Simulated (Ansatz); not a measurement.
`[SiH3]CCI`. Total charge 0; spin multiplicity 1. I: def2 effective core potential. All single points use the PBE0-D4/def2-TZVP geometry. It is one conformer, not always the lowest.

```xyz
11

Si    1.496   -0.439   -0.091
C    -0.390   -0.511   -0.149
C    -1.013    0.814    0.205
I    -3.170    0.770    0.145
H     1.952   -0.063    1.274
H     2.060   -1.768   -0.444
H     1.999    0.576   -1.054
H    -0.689   -0.825   -1.153
H    -0.725   -1.293    0.538
H    -0.779    1.133    1.219
H    -0.741    1.607   -0.489
```

**Question.** What is the dipole moment at r2SCAN/def2-TZVPP? (An estimate is asked.)

**Answer.** The calculation gave: 1.61 D, with components (1.58, -0.33, -0.05) D in this frame, pointing from negative to positive charge.

**Question.** And with PBE, B3LYP, ωB97M-V? (Best estimate.)

**Answer.** Ansatz gave: PBE 1.46 D, B3LYP 1.52 D, ωB97M-V 1.48 D.

**Question.** Give the Mulliken charges with r2SCAN, ωB97M-V, B3LYP in def2-TZVPP. (Estimate.)

**Answer.** Computed: 
```csv
atom,r2SCAN,ωB97M-V,B3LYP
Si1,0.27,0.17,0.26
C2,-0.16,-0.30,-0.21
C3,-0.17,-0.36,-0.28
I4,-0.13,-0.06,-0.09
H5,-0.07,-0.03,-0.06
H6,-0.07,-0.02,-0.06
H7,-0.07,-0.03,-0.06
H8,0.07,0.13,0.10
H9,0.07,0.13,0.10
H10,0.12,0.18,0.16
H11,0.12,0.18,0.16
```

B3LYP here is the variant with VWN-RPA as its local correlation; programs differ in this.
